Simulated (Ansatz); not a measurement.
H2Ge, charge +1, doublet, at a GFN2-xTB geometry (a state made from the parent by changing its charge; the spin is typed, not shown lowest); Ansatz (a program for electronic structure) with HF/cc-pVDZ.

Here is a job for Ansatz.
Ansatz 0.2 input:
```yaml
crystal:
  periodic: [false, false, false]
  atoms:
    - {symbol: Ge, position_ang: [0.00154695, 0.00039246, 0.05229261]}
    - {symbol: H, position_ang: [-0.07155721, -1.39870919, -0.82484686]}
    - {symbol: H, position_ang: [0.02205481, 1.38615059, -0.84851654]}
basis:
  gaussian:
    orbitals: cc-pVDZ
hamiltonian:
  xc: hf
total_charge: 1
magnetization: {spin_polarized: true, initial_magnetization: 1}
```

What the program printed (banner, timings and long lists left out):

```
Functional definition: HF
415 factors; integrals over basis functions are off by at most 1.2e-3 eV
mean field evaluation 1: about -56494.2885 eV, gradient 5.9e0 eV
mean field evaluation 2: about -56494.2887 eV, gradient 5.9e0 eV
mean field evaluation 4: about -56494.7613 eV, gradient 5.5e-1 eV
mean field evaluation 8: about -56494.7674 eV, gradient 1.4e-5 eV
mean field -56494.76744280 eV, -2076.1444099943 hartree, gradient 2.1e-5 eV, S^2 0.764253; 0 other end points of the search recorded, 0 dependent functions left out
reference -56494.76744280 eV, -2076.1444099943 hartree; 17, 16 occupied and 20, 21 virtual orbitals, 415 factors
Total energy: -56494.76744280 eV, -2076.1444099943 hartree
```
